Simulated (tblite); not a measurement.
Compound: C6H4BrN (charge +1 and doublet state).
Bonds: C1–C2, C2–Br3, C2–C4, C4–C5, C5–C6 (triple), C6–C7, C7–N8 (triple). Hydrogens: H9, H10 on C1; H11, H12 on C4.
Bond orders are those of one Lewis drawing.

Computed with GFN2-xTB (tblite), gas phase: L-BFGS steps from a force-field or distance-geometry start until the largest atomic force falls under 0.01 eV/Å.

Step 69: E = -577.8172 eV
```
atom  x, y, z in Å  |  force x, y, z in eV/Å
C1     -1.7935   -0.7383   -0.5756   -0.006  -0.026   0.015
C2     -1.4671    0.2080    0.3178   -0.020   0.017   0.008
Br3    -2.7526    1.5609    0.7407    0.019   0.009   0.033
C4     -0.1693    0.2725    1.0640    0.015   0.029  -0.015
C5      0.9919    0.1495    0.2304    0.003  -0.007   0.000
C6      2.0099    0.1246   -0.4304   -0.012  -0.028  -0.010
C7      3.1565    0.0806   -1.1592   -0.010  -0.004   0.005
N8      4.1194   -0.0190   -1.7748   -0.020   0.003   0.000
H9     -1.1085   -1.5335   -0.8266    0.038  -0.004  -0.015
H10    -2.7595   -0.7555   -1.0551    0.018  -0.011  -0.038
H11    -0.1384   -0.5493    1.7987   -0.018  -0.003  -0.005
H12    -0.0875    1.1989    1.6440   -0.007   0.024   0.023
```

Step 70: E = -577.8175 eV
```
atom  x, y, z in Å  |  force x, y, z in eV/Å
C1     -1.7901   -0.7376   -0.5759    0.001  -0.021   0.015
C2     -1.4667    0.2104    0.3174    0.000  -0.008   0.008
Br3    -2.7548    1.5597    0.7375    0.018   0.019   0.037
C4     -0.1695    0.2734    1.0663   -0.001   0.022  -0.001
C5      0.9923    0.1514    0.2332   -0.008  -0.005   0.004
C6      2.0093    0.1267   -0.4289   -0.010  -0.027  -0.013
C7      3.1537    0.0809   -1.1606    0.022  -0.012  -0.015
N8      4.1142   -0.0241   -1.7796   -0.046   0.010   0.018
H9     -1.1033   -1.5325   -0.8248    0.028   0.006  -0.011
H10    -2.7551   -0.7554   -1.0576    0.020  -0.014  -0.038
H11    -0.1407   -0.5523    1.7981   -0.015   0.025  -0.019
H12    -0.0880    1.1987    1.6491   -0.010   0.007   0.016
```

Problem. Estimate the geometry and energy of step 71. (The exact step hangs on the optimiser's Hessian estimate; all steps are aligned on step 70, rigid shifts and turns removed.)

Solution. E = -577.8178 eV, largest force 0.053 eV/Å
```
atom  x, y, z in Å  |  force x, y, z in eV/Å
C1     -1.7865   -0.7377   -0.5755    0.006  -0.010   0.011
C2     -1.4661    0.2126    0.3172    0.018  -0.031   0.006
Br3    -2.7545    1.5610    0.7328    0.013   0.027   0.038
C4     -0.1697    0.2743    1.0690   -0.018   0.010   0.011
C5      0.9923    0.1524    0.2363   -0.015  -0.001   0.008
C6      2.0077    0.1279   -0.4281   -0.013  -0.024  -0.010
C7      3.1501    0.0818   -1.1625    0.028  -0.017  -0.019
N8      4.1082   -0.0273   -1.7844   -0.040   0.012   0.015
H9     -1.0984   -1.5326   -0.8218    0.020   0.014  -0.006
H10    -2.7494   -0.7553   -1.0615    0.022  -0.017  -0.033
H11    -0.1438   -0.5555    1.7974   -0.010   0.045  -0.027
H12    -0.0885    1.1978    1.6553   -0.012  -0.009   0.005
```

The energy changes by -0.0003 eV. The first-order estimate −F·Δx gives -0.0004 eV and the mean of the old and new forces, exact on a quadratic surface, -0.0003 eV. The step makes an angle of 78° with the force vector and moves no atom by more than 0.008 Å.

What follows is the cost of the whole relaxation. On one thread, Arm Neoverse N1 (aarch64) (shared host), this took 1.4 s.
